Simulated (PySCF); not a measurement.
C2H4BrFSi, SMILES Br[SiH](C=C)F. Atoms are numbered in the order given.

```xyz
9

Si    -0.3607     0.2808     0.7425
F      0.8320     1.2132     1.3360
Br     0.5492    -1.3157    -0.5230
C     -1.4544     1.3594    -0.2888
C     -1.2257     2.6739    -0.4175
H     -1.0272    -0.3846     1.8844
H     -2.3044     0.9062    -0.8144
H     -0.3830     3.1601     0.0851
H     -1.8657     3.3171    -1.0313
```
Charge 0, spin multiplicity 1.

The structure is a stationary point at B3LYP-D3(BJ)/def2-SVP. This is a generated structure with no PubChem entry under its InChIKey; it may be hypothetical. Other conformers were not sampled.

Method: PySCF with PBE/def2-TZVP.

Atomic charges (e):

```tsv
atom	IAO	Löwdin
Si1	1.12	-0.10
F2	-0.51	0.02
Br3	-0.25	0.20
C4	-0.46	-0.31
C5	-0.26	-0.18
H6	-0.13	-0.03
H7	0.17	0.15
H8	0.16	0.13
H9	0.16	0.13
```

### Question
Give the Mayer and Wiberg (Löwdin basis) orders of the bonds. (The exact figures need the calculation; the answer reports its results.)

### Answer

```json
[
 {"bond": "Si1–F2", "Mayer": "1.14", "Wiberg": "1.71"},
 {"bond": "Si1–Br3", "Mayer": "1.16", "Wiberg": "1.77"},
 {"bond": "Si1–C4", "Mayer": "1.01", "Wiberg": "1.14"},
 {"bond": "C4–C5", "Mayer": "1.91", "Wiberg": "2.20"},
 {"bond": "Si1–H6", "Mayer": "0.92", "Wiberg": "0.91"},
 {"bond": "C4–H7", "Mayer": "0.92", "Wiberg": "0.83"},
 {"bond": "C5–H8", "Mayer": "0.94", "Wiberg": "0.88"},
 {"bond": "C5–H9", "Mayer": "0.94", "Wiberg": "0.89"}
]
```
